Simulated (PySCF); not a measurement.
(Z)-1,3,3-trifluoroprop-1-ene (C3H3F3), SMILES F/C=C\C(F)F.

The structure is a stationary point at PBE0-D3(BJ)/def2-SVP. Other conformers were not sampled.

Calculation: TDA-PBE0/def2-SVPD in PySCF 2.14.0.

Vertical excitations.  State labels are in the subgroup Cs.

Computed lowest excited states:
```tsv
state	symmetry	energy (eV)	λ (nm)	f	main pairs
S1	A"	7.67	162	0.028	HOMO→LUMO+1 80 %, HOMO−1→LUMO 16 %
S2	A"	7.72	161	0.003	HOMO−1→LUMO 82 %, HOMO→LUMO+1 16 %
S3	A'	8.02	155	0.495	HOMO→LUMO 88 %
S4	A"	8.23	151	0.000	HOMO→LUMO+2 95 %
S5	A"	8.93	139	0.002	HOMO−2→LUMO 85 %
S6	A"	9.01	138	0.010	HOMO→LUMO+3 90 %
S7	A"	9.37	132	0.002	HOMO→LUMO+4 87 %
S8	A'	9.52	130	0.006	HOMO−1→LUMO+1 82 %, HOMO−1→LUMO+2 15 %
S9	A'	9.73	127	0.001	HOMO−3→LUMO 96 %
S10	A'	9.82	126	0.024	HOMO−1→LUMO+2 77 %, HOMO−1→LUMO+1 16 %
T1	A'	4.36	285	0	HOMO→LUMO 97 %
T2	A"	7.32	169	0	HOMO−1→LUMO 94 %
T3	A"	7.43	167	0	HOMO→LUMO+1 94 %
T4	A"	8.05	154	0	HOMO→LUMO+2 92 %
```
Triplets are in the Tamm–Dancoff approximation.
